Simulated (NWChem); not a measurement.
Molecule: SnHSCl, singlet; SMILES [SH][Sn][Cl]

```xyz
4

Sn     0.6572    -0.0137     0.0000
Cl    -0.9539    -1.8098     0.0000
S     -1.0358     1.7932     0.0000
H     -0.0719     2.7608     0.0000
```
Atoms are numbered in this order, from 1.

Program: NWChem. Low-valent species are run as closed-shell singlets; no triplet was tried in these runs. The geometry was optimised at PBE-D3(BJ)/def2-SVP. def2 effective core potentials on Sn; no spin-orbit coupling. B3LYP is NWChem's, with the RPA form of VWN correlation. Ions are spin-unrestricted doublets at the neutral geometry; other ion states weren't tried.

```csv
level,"vertical ionisation energy, ΔSCF (eV)",−ε(HOMO) (eV),ΔSCF minus −ε(HOMO) (eV)
B3LYP/def2-SVPD,9.53,7.38,2.15
PBE/def2-SVPD,[?],[?],[?]
CAM-B3LYP/def2-SVPD,9.66,8.74,0.92
BHandHLYP/def2-SVPD,9.54,8.43,1.11
M06-2X/def2-SVPD,9.44,8.52,0.92
```

### Question
Fill in the missing entries.

### Answer

- PBE/def2-SVPD, vertical ionisation energy, ΔSCF (eV): 9.35
- PBE/def2-SVPD, −ε(HOMO) (eV): 6.56
- PBE/def2-SVPD, ΔSCF minus −ε(HOMO) (eV): 2.79
